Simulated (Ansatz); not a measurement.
Computed with Ansatz on PBE0-D4/def2-TZVP structures; ΔE is electronic, products minus reactants. CCSD(T)/CBS adds triple-zeta CCSD(T) − MP2 to the extrapolated MP2 energy (def2 sets, frozen cores). Double bonds are as drawn, so ΔE can hold a change between cis and trans. Functionals use def2-TZVPP. B3LYP here is the variant with VWN-RPA as its local correlation; programs differ in this. One conformer a species, not always the lowest.

`FC/C=N\[SiH3]` → `C[SiH2]/N=C/F`  (isomerisation)

```
             level  ΔE (kJ/mol)
             B3LYP       -105.1
CCSD(T)/def2-TZVPP       -103.8
```

Task: What does CCSD(T)/CBS give? (Best estimate.)

Result: Computed: -104.0 kJ/mol. The listed levels differ from it by -1.1, 0.2 kJ/mol.

Largest T1 diagnostic among the species: 0.013.

In def2-TZVPP, CCSD(T) changes the Hartree–Fock value by −6.7 kJ/mol (the triples alone add −1.4 kJ/mol) and MP2 by −14.2 kJ/mol.
